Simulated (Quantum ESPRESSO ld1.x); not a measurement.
Hf3+, configuration [Xe] 4f14 5d1. All-electron calculation, scalar-relativistic Kohn-Sham, LDA (Slater exchange, VWN5 correlation), spin-unpolarised, spherical densities, point nucleus. Program: ld1.x of Quantum ESPRESSO 7.5.

Normalised radial functions P(r) = r R(r), r in bohr:

| r | 3d | 4d |
|---|---|---|
| 0.001925 | 0.0002 | 0.0001 |
| 0.002966 | 0.0006 | 0.0003 |
| 0.004605 | 0.0020 | 0.0010 |
| 0.007093 | 0.0065 | 0.0032 |
| 0.01093 | 0.0204 | 0.0100 |
| 0.01696 | 0.0632 | 0.0311 |
| 0.02613 | 0.1800 | 0.0882 |
| 0.04057 | 0.4722 | 0.2291 |
| 0.0625 | 1.0443 | 0.4936 |
| 0.09626 | 1.8466 | 0.8102 |
| 0.1495 | 2.3660 | 0.7912 |
| 0.2302 | 1.8969 | -0.0396 |
| 0.3546 | 0.7929 | -1.2225 |
| 0.5506 | 0.1267 | -1.4378 |
| 0.8482 | 0.0057 | -0.7051 |
| 1.317 | 0.0000 | -0.1414 |
| 2.029 | 0.0000 | -0.0096 |
| 3.125 | 0.0000 | -0.0001 |
| 4.852 | 0.0000 | 0.0000 |

3d: eigenvalue -1683.4 eV, 0 radial nodes, <r> = 0.189 bohr, 90 % of the charge inside 0.294 bohr. 4d: eigenvalue -233.99 eV, 1 radial node at r = 0.227 bohr, <r> = 0.535 bohr, 90 % of the charge inside 0.805 bohr.
